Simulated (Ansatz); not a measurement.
Species: bromo(trichloro)silane, sum formula SiBrCl3 (charge 0, singlet). 
Geometry from a B3LYP-D3(BJ)/def2-TZVP (Ansatz, an electronic-structure program) optimisation:
SMILES: Br[Si](Cl)(Cl)Cl
```xyz
5

Si    -0.4130     0.0753     0.0382
Cl    -0.9617    -0.0909     1.9902
Cl    -1.4600    -1.2713    -1.0706
Cl    -0.8299     1.9550    -0.6189
Br     1.7445    -0.3181    -0.1613
```

Basis-set convergence of Hartree-Fock and MP2 correlation energies (hartree) with Ansatz. Cores are frozen in the correlated levels unless marked. Spin-orbit coupling is left out. Frozen are the shells of the preceding noble gas and the d and f shells that filled before the atom's block. No relativistic terms.

| basis | functions | E(HF) | E(corr, MP2) |
|---|---|---|---|
| def2-SVPD | 146 | -4239.23212 | -0.65068 |
| def2-TZVPPD | 258 | ? | ? |

Task: What belongs in the gaps?

Result: 
- def2-TZVPPD, E(HF): -4240.11061
- def2-TZVPPD, E(corr, MP2): -0.84180
